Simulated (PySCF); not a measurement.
Compound: C4H8O2SSi.
Z-matrix (Å and degrees, GFN2-xTB geometry), rows numbered from 1:
```
O 
C   1  1.2026
O   2  1.3356  1  122.72
Si  2  1.9137  1  124.92  3  -179.60
C   4  1.9022  2  113.06  1  -136.70
C   5  1.5248  4  105.62  2  -144.54
C   6  1.5170  5  109.61  4    49.76
S   7  1.8372  6  110.65  5   -52.06
H   3  0.9731  2  111.35  1    -1.62
H   4  1.4589  2  109.09  1    -7.35
H   5  1.0918  4  110.82  2   -25.81
H   5  1.0881  4  112.73  2    94.65
H   6  1.0918  5  109.49  4   -69.98
H   6  1.0928  5  111.28  4   170.51
H   7  1.0896  6  111.26  5    66.70
H   7  1.0880  6  112.18  5  -170.65
```

Probes without a nucleus sit at each ring's centroid and 1 Å off its mean plane on both sides; NICS is minus the shielding there, NICSzz its component along the normal. Level: GIAO PBE0/pcSseg-1 (PySCF, non-relativistic, gas phase) on the GFN2-xTB geometry, one conformer.

Ring bond lengths (Å), with Mayer bond orders in brackets: Si4–C5 1.902 (0.92), C5–C6 1.525 (1.03), C6–C7 1.517 (1.02), C7–S8 1.837 (0.99), S8–Si4 2.143 (1.01).

Task: Give the NICS values of each ring in ppm.

Result: 
| ring | type | NICS(0) | NICS(1), two faces | NICS(1)zz, two faces | rms pucker (Å) | centre to ring atoms, mean (Å) |
| --- | --- | --- | --- | --- | --- | --- |
| Si4–C5–C6–C7–S8 | 5-membered ring with S and Si; formal bonds all single | -7.5 | -5.1 / -4.4 | -4.3 / -3.5 | 0.21 | 1.48 |

Task: What do they say, and how far can they be read as aromaticity?

Result: 
- Si4–C5–C6–C7–S8: mean NICS(1)zz -3.9 ppm, shielded. Si4, C5, C6, C7 have four or more neighbours, and the NICS criterion for π rings isn't applied.

Task: What are the shieldings of the ring atoms and their hydrogens in the same run (means over atoms taken as equivalent)?

Result: 
```tsv
atoms	environment	σ isotropic (ppm)	principal values of the symmetric part, first atom (ppm)
Si4	SiH silicon	352.6	318.5, 365.6, 373.7
C5	sp3 carbon bound to silicon	168.2	149.7, 168.1, 186.8
C6	ring CH2 carbon	154.0	133.9, 153.4, 174.8
C7	sp3 carbon bound to sulfur	146.2	108.4, 162.9, 167.3
S8	sulfur bonded to C and Si	641.8	499.1, 602.0, 824.3
H10	Si–H hydrogen	26.69	22.4, 24.3, 33.4
H11	methylene hydrogen	30.57	25.9, 28.2, 37.7
H12	methylene hydrogen	30.21	25.2, 27.5, 37.9
H13	methylene hydrogen	30.39	25.8, 27.8, 37.6
H14	methylene hydrogen	29.39	23.7, 26.9, 37.5
H15	methylene hydrogen	28.78	23.0, 26.8, 36.5
H16	methylene hydrogen	28.63	22.1, 26.8, 36.9
```

On one thread, Arm Neoverse N1 (aarch64), shared host with 64 logical CPUs at a one-minute load of 23, this took 46 s and 0.90 GiB of memory at its peak. This is the whole shielding run at PBE0/pcSseg-1, SCF included.
